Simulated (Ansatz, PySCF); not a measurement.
Species: Si2H4F, charge 0, multiplicity 2. SMILES: F[SiH][SiH3]
Structure (B3LYP-D3(BJ)/def2-TZVP (Ansatz, a quantum-chemistry and plane-wave program) minimum search):
```
Si
H 1 1.4807
H 1 1.4829 2 109.39
H 1 1.4847 2 109.11 3 119.62
Si 1 2.3510 2 109.36 4 123.78
F 5 1.6182 1 110.39 2 -63.63
H 5 1.4910 6 106.49 1 123.83
```
Charge 0, spin multiplicity 2.

Unscaled harmonic wavenumbers (cm⁻¹) in rising order, each level at the stationary point that it reaches from this structure (no distance between atoms moves by over 0.3 Å); the order of modes can differ between levels, and a negative number is imaginary. B3LYP-D3(BJ)/def2-TZVP (PySCF, at the structure above): 101, 158, 391, 397, 516, 626, 782, 840, 888, 938, 950, 2161, 2202, 2222, 2235.

HF/3-21G (Ansatz): 96, 163, 391, 438, 575, 668, 870, 926, 951, 995, 1005, 2274, 2283, 2292, 2299. Zero-point energy 23.2 against 22.0 kcal/mol; where all levels lie over 400 cm⁻¹, the wavenumbers are on average 1.067 times those of B3LYP-D3(BJ)/def2-TZVP.

B3LYP/6-31G* (Ansatz): 105, 156, 401, 404, 528, 642, 799, 868, 903, 934, 946, 2174, 2221, 2243, 2257. Zero-point energy 22.3 against 22.0 kcal/mol; where all levels lie over 400 cm⁻¹, the wavenumbers are on average 1.013 times those of B3LYP-D3(BJ)/def2-TZVP.
